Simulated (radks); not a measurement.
Results of a calculation; reference values are marked as such.
Problem. These are the eigenvalues of the occupied orbitals of an atom or ion with whole-number occupations (eV). Code: a radial shooting solver on a logarithmic mesh with Libxc functionals. Model: Dirac Kohn-Sham, PBE, spin-unpolarised, spherical densities, finite nucleus; Fermi nuclear charge, rms radius of each element as measured or else 0.836 A^(1/3) + 0.57 fm.

| orbital | eigenvalue |
|---|---|
| 1s1/2 | -59746.94 |
| 2s1/2 | -14272.79 |
| 2p1/2 | -14024.68 |

Which element is it, and in what charge state? The configuration may be excited. Open shells, if any, fill j = l - 1/2 first.

Solution. Z = 66, dysprosium, charge +60: Dy60+ in [He] 2s2 2p2. The list shows which subshells hold electrons but not how many an open one holds; the 1s level, -2195.7 hartree, gives Z - s = 66.3 by -(Z - s)^2/2, which with screening and relativity narrows Z to a few neighbours, and the depths of the outer levels then fix element, charge and occupations together.
